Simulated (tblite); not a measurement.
C6H3OS (doublet state).
Structure used (GFN2-xTB), in Å, numbered top down from 1:
```
atom  x, y, z in Å
O1    -2.851    2.003    0.643
C2    -2.261    1.067    0.295
C3    -1.606    0.010   -0.098
C4    -0.169   -0.113   -0.058
C5     0.577   -1.193   -0.455
C6     1.935   -0.932   -0.264
C7     2.296    0.238    0.238
S8     0.833    1.190    0.539
H9    -2.164   -0.831   -0.478
H10    0.167   -2.101   -0.854
H11    3.247    0.665    0.469
```

Calculated harmonic vibrations of the isolated species, GFN2-xTB (tblite), most abundant isotopes, no scaling. This tight-binding method is rough: wavenumbers can miss measured ones by several per cent, in bad cases by 10 to 20. One conformer, not necessarily the lowest. Open shells enter through the occupations alone, without spin polarisation, and single modes of such species can be off by tens of per cent.

Harmonic wavenumbers (cm⁻¹): 59.8, 90.4, 224.1, 293.2, 357.5, 422.9, 447.4, 489.3, 608.3, 617.2, 666.5, 680.0, 698.5, 733.1, 768.6, 1038.8, 1066.5, 1087.4, 1159.3, 1274.2, 1359.0, 1474.1, 1564.4, 2259.5, 3079.7, 3147.7, 3197.9.

A = 4725, B = 1221, C = 970.5 MHz; mass 122.990 u (most abundant isotopes); point group Cs, symmetry number 1; spin multiplicity 2.

What is the zero-point energy?

Half the sum of the wavenumbers: 14433 cm⁻¹ = 41.27 kcal/mol.

Entropy at 298.15 K, 1 bar (ideal gas, RRHO, classical rotation)?

Translation 40.36, rotation 28.44, vibration 17.69, spin (R ln 2) 1.38: S = 87.9 cal/(mol K).

And Cp and H(298.15 K) − H(0)?

Cp = 28.66 cal/(mol K), of which vibrations give 20.72 (their classical limit is 27 R = 53.7); H(298.15 K) − H(0) = 5.29 kcal/mol without the zero-point energy, 2.92 from vibrations.

Which modes carry the vibrational entropy at 298.15 K?

59.8 cm⁻¹: 4.46; 90.4 cm⁻¹: 3.65; 224.1 cm⁻¹: 1.93; 293.2 cm⁻¹: 1.46; 357.5 cm⁻¹: 1.13; 422.9 cm⁻¹: 0.88 cal/(mol K); the other 21 give 4.18 together.

Blend soft modes into free rotors: weight 1/[1 + (100 cm⁻¹/ν̃)⁴] for the oscillator and the rest for a rotor with moment μB/(μ + B), μ = h/(8π²ν), B = 10⁻⁴⁴ kg m². What vibrational entropy results?

16.31 cal/(mol K) in place of 17.69, which changes −T·S at 298.15 K by +0.41 kcal/mol.

How do the functions run with temperature in this model?

```tsv
T (K)	S (cal/(mol K))	Cp (cal/(mol K))	H − H(0) (kcal/mol)	G − H(0) (kcal/mol)	ln q(vib)
100	66.1	13.8	1.07	-5.54	0.93
200	77.9	21.4	2.82	-12.76	2.40
300	88.0	28.8	5.34	-21.07	4.01
500	105.4	39.1	12.23	-40.48	7.35
800	125.8	47.5	25.36	-75.30	12.10
1000	136.8	50.8	35.22	-101.60	14.97
```

q(vib) and H(0) count from the zero-point level.

Hindered rotation and anharmonicity are outside this model. Other conformers, if any are populated, would add a mixing term that is left out.

Hardware: Arm Neoverse V2, one thread, no GPU, shared host with 32 logical CPUs at a one-minute load of 12. Cost: 0.24 s wall. The figure is for the frequency step alone.
